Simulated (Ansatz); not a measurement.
Cost and result for the atomization energy of `B/C(Br)=C/O` (9 atoms, 8 bonds).

```xyz
9

B     0.478    0.008    1.551
C     0.195    0.309    0.107
Br    0.775    1.916   -0.750
C    -0.496   -0.549   -0.682
O    -0.801   -0.392   -1.951
H     0.063   -1.032    1.977
H     1.085    0.756    2.254
H    -0.858   -1.483   -0.264
H    -0.441    0.467   -2.243
```

The species carries charge 0 and has multiplicity 1. Correlated methods include outer-core shells of Br, which these sets cover unevenly. Scalar relativity is left out up to krypton. Geometry: relaxed with PBE0-D4/def2-TZVP. It is one conformer, not always the lowest. Program: Ansatz. All runs use 4 threads of an Intel Xeon Platinum 8259CL on a shared host. Times are those of one run each, without the atoms' runs, and a repeat can differ threefold. Electronic energies, without spin–orbit coupling; frozen cores. CCSD(T)/CBS adds CCSD(T) − MP2 in def2-TZVPP to the MP2 limit, and its time is that of the two runs behind it. T1 = 0.012. With those shells the extrapolation isn't a true limit. B3LYP takes the VWN-RPA correlation (the form of Gaussian; ORCA's B3LYP/G).

CCSD(T)/CBS is a level of theory with its own doubt, some kJ/mol a heavy atom from the limit and from the frozen cores, so smaller differences don't rank the functionals.

```json
{"level": "PBE-D4/def2-TZVPP (with forces)", "functions": "228", "wall time": "2.3 s", "atomization (kJ/mol)": "3568.9", "difference from CCSD(T)/CBS": "135.8", "per bond": "17.0"}
{"level": "PBE0-D4/def2-TZVPP", "functions": "228", "wall time": "2.8 s", "atomization (kJ/mol)": "3479.7", "difference from CCSD(T)/CBS": "46.6", "per bond": "5.8"}
{"level": "r2SCAN-D4/def2-TZVPP (with forces)", "functions": "228", "wall time": "3.7 s", "atomization (kJ/mol)": "3479.2", "difference from CCSD(T)/CBS": "46.1", "per bond": "5.8"}
{"level": "B3LYP-D4/def2-TZVPP (with forces)", "functions": "228", "wall time": "4.1 s", "atomization (kJ/mol)": "3446.4", "difference from CCSD(T)/CBS": "13.3", "per bond": "1.7"}
{"level": "B2PLYP/def2-TZVPP", "functions": "228", "wall time": "6 s", "atomization (kJ/mol)": "3411.6", "difference from CCSD(T)/CBS": "-21.5", "per bond": "-2.7"}
{"level": "ωB97X-V/def2-TZVPP", "functions": "228", "wall time": "7 s", "atomization (kJ/mol)": "3438.5", "difference from CCSD(T)/CBS": "5.4", "per bond": "0.7"}
{"level": "ωB97M-V/def2-TZVPP (with forces)", "functions": "228", "wall time": "9 s", "atomization (kJ/mol)": "3449.7", "difference from CCSD(T)/CBS": "16.6", "per bond": "2.1"}
{"level": "MP2/def2-QZVPP", "functions": "437", "wall time": "21 s", "atomization (kJ/mol)": "3495.1", "difference from CCSD(T)/CBS": "62.0", "per bond": "7.7"}
{"level": "CCSD(T)/def2-TZVPP", "functions": "228", "wall time": "100 s", "atomization (kJ/mol)": "3341.7", "difference from CCSD(T)/CBS": "-91.4", "per bond": "-11.4"}
{"level": "CCSD(T)/CBS(def2)", "functions": "–", "wall time": "2.1 min", "atomization (kJ/mol)": "3433.1", "difference from CCSD(T)/CBS": "0.0", "per bond": "0.0"}
```

From PBE to PBE0 (25 % exact exchange), in def2-TZVPP and without D4, the atomization energy moves by −86.0 kJ/mol: exact exchange takes away binding that semilocal exchange gives to molecules. In def2-TZVPP, CCSD(T) changes the Hartree–Fock value by +872.0 kJ/mol (the triples alone add +68.3 kJ/mol) and MP2 by +972.0 kJ/mol; breaking electron pairs costs correlation energy, which Hartree–Fock lacks. The D4 term adds +31.9 kJ/mol with B3LYP and +16.5 kJ/mol with PBE0; it sums over pairs of atoms, weighted by their polarisabilities, and B3LYP, whose exchange is more repulsive, gets the larger term.
